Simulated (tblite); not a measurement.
Compound: C₅H₁₃BrSi₂.
Atom-mapped SMILES: `[SiH3:1][SiH2:2][C:3]1([Br:4])[CH2:5][CH2:6][CH2:7][CH2:8]1` (hydrogens: H9, H10, H11 on Si1; H12, H13 on Si2; H14, H15 on C5; H16, H17 on C6; H18, H19 on C7; H20, H21 on C8)

Computed with GFN2-xTB (tblite), gas phase: L-BFGS steps from a force-field or distance-geometry start until the largest atomic force falls under 0.01 eV/Å.

Step 22: E = -677.0342 eV
```
atom  x, y, z in Å  |  force x, y, z in eV/Å
Si1     3.3074    0.5448   -0.4444   -0.011  -0.010  -0.007
Si2     1.6884   -0.7123    0.6271    0.022  -0.008   0.021
C3     -0.0380   -0.4480   -0.1602    0.007  -0.015  -0.043
Br4     0.0833   -1.2575   -1.9839   -0.005   0.006  -0.010
C5     -1.2067   -1.0928    0.5640    0.026   0.005  -0.001
C6     -2.4596   -0.4140   -0.0009   -0.010  -0.011   0.014
C7     -1.9899    0.9423   -0.5590   -0.006   0.014   0.002
C8     -0.4761    0.9978   -0.3156    0.007  -0.011   0.009
H9      2.9702    1.9733   -0.4477   -0.004  -0.004   0.009
H10     4.5768    0.3972    0.2694   -0.003  -0.001  -0.004
H11     3.5237    0.1555   -1.8368   -0.003  -0.009  -0.005
H12     1.8796   -2.1681    0.6057    0.005   0.021  -0.002
H13     1.4765   -0.3499    2.0413    0.018  -0.004  -0.004
H14    -1.2311   -2.1755    0.4442    0.015   0.008   0.012
H15    -1.1031   -0.8761    1.6305   -0.012   0.006   0.007
H16    -3.2169   -0.2947    0.7718   -0.037   0.011   0.005
H17    -2.8894   -1.0207   -0.7975    0.007  -0.015  -0.015
H18    -2.2036    1.0034   -1.6259    0.017   0.003  -0.015
H19    -2.4915    1.7761   -0.0708   -0.031   0.019  -0.001
H20     0.0514    1.5172   -1.1164    0.012  -0.007   0.024
H21    -0.2605    1.5187    0.6222   -0.013   0.004   0.006
```

Step 23: E = -677.0346 eV
```
atom  x, y, z in Å  |  force x, y, z in eV/Å
Si1     3.3075    0.5444   -0.4450   -0.013  -0.010  -0.010
Si2     1.6892   -0.7139    0.6256    0.024  -0.011   0.043
C3     -0.0376   -0.4473   -0.1586    0.002  -0.024  -0.072
Br4     0.0804   -1.2566   -1.9846   -0.003   0.014   0.005
C5     -1.2061   -1.0918    0.5654    0.015   0.008  -0.003
C6     -2.4591   -0.4145   -0.0019   -0.010  -0.013   0.011
C7     -1.9891    0.9423   -0.5600   -0.016   0.007   0.005
C8     -0.4756    0.9983   -0.3129   -0.009  -0.007   0.006
H9      2.9701    1.9729   -0.4491   -0.003  -0.005   0.011
H10     4.5769    0.3967    0.2688   -0.003   0.000  -0.008
H11     3.5205    0.1550   -1.8379    0.002  -0.009  -0.005
H12     1.8797   -2.1704    0.6048    0.003   0.034  -0.002
H13     1.4774   -0.3488    2.0400    0.022  -0.012  -0.015
H14    -1.2296   -2.1749    0.4474    0.013   0.016   0.017
H15    -1.1032   -0.8715    1.6312   -0.015  -0.002   0.008
H16    -3.2188   -0.2964    0.7690   -0.026   0.014  -0.001
H17    -2.8868   -1.0222   -0.7991    0.011  -0.011  -0.013
H18    -2.2008    1.0030   -1.6275    0.022  -0.002  -0.010
H19    -2.4932    1.7761   -0.0741   -0.024   0.014   0.002
H20     0.0528    1.5202   -1.1114    0.015  -0.010   0.028
H21    -0.2636    1.5164    0.6272   -0.008   0.009   0.003
```

Problem. Estimate the geometry and energy of step 24. (The exact step hangs on the optimiser's Hessian estimate; all steps are aligned on step 23, rigid shifts and turns removed.)

Solution. E = -677.0350 eV, largest force 0.084 eV/Å
```
atom  x, y, z in Å  |  force x, y, z in eV/Å
Si1     3.3074    0.5437   -0.4461   -0.012  -0.008  -0.013
Si2     1.6907   -0.7161    0.6240    0.015  -0.005   0.052
C3     -0.0369   -0.4469   -0.1576   -0.005  -0.026  -0.080
Br4     0.0765   -1.2552   -1.9856    0.000   0.021   0.018
C5     -1.2051   -1.0903    0.5673   -0.004   0.011  -0.005
C6     -2.4587   -0.4153   -0.0033   -0.007  -0.009   0.004
C7     -1.9882    0.9423   -0.5613   -0.024  -0.005   0.007
C8     -0.4752    0.9987   -0.3090   -0.027   0.000   0.001
H9      2.9698    1.9723   -0.4508   -0.002  -0.008   0.013
H10     4.5770    0.3961    0.2677   -0.005   0.000  -0.013
H11     3.5163    0.1542   -1.8395    0.008  -0.009  -0.005
H12     1.8798   -2.1730    0.6036    0.002   0.039   0.000
H13     1.4789   -0.3475    2.0380    0.025  -0.019  -0.018
H14    -1.2272   -2.1739    0.4522    0.009   0.020   0.022
H15    -1.1037   -0.8653    1.6324   -0.013  -0.011   0.004
H16    -3.2219   -0.2984    0.7652   -0.006   0.015  -0.010
H17    -2.8829   -1.0246   -0.8016    0.016  -0.003  -0.006
H18    -2.1964    1.0023   -1.6299    0.026  -0.009   0.001
H19    -2.4959    1.7764   -0.0787   -0.010   0.003   0.003
H20     0.0550    1.5242   -1.1040    0.016  -0.010   0.029
H21    -0.2681    1.5133    0.6342   -0.002   0.011  -0.002
```

The energy changes by -0.0005 eV. The first-order estimate −F·Δx gives -0.0006 eV and the mean of the old and new forces, exact on a quadratic surface, -0.0005 eV. The step makes an angle of 77° with the force vector and moves no atom by more than 0.009 Å.

The cost below is that of the whole relaxation. Time: 0.96 s. Hardware: an Arm Neoverse N1 with one thread, on a shared host.
